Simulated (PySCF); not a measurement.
Harmonic spectrum computed at PBE0 in the def2-TZVP basis family (core potentials from Rb on, PySCF, no spin–orbit coupling):

| ω (cm⁻¹) | IR (km/mol, summed over degenerate members) | degeneracy |
| --- | --- | --- |
| 604 | 338 | 2 |
| 624 | 178 | 1 |
| 1818 | 608 | 2 |
| 1826 | 0.0 | 1 |

Question: Which molecule gave it? In each, all ligands are bound to the one heavy central atom.
A. InH₃ (singlet)
B. SnH₃ (doublet)
C. GaH₃ (singlet)
D. TlH₃ (singlet)
E. PH₃ (singlet)

Answer: A. It has D3h symmetry with In–H 1.724 Å (×3).
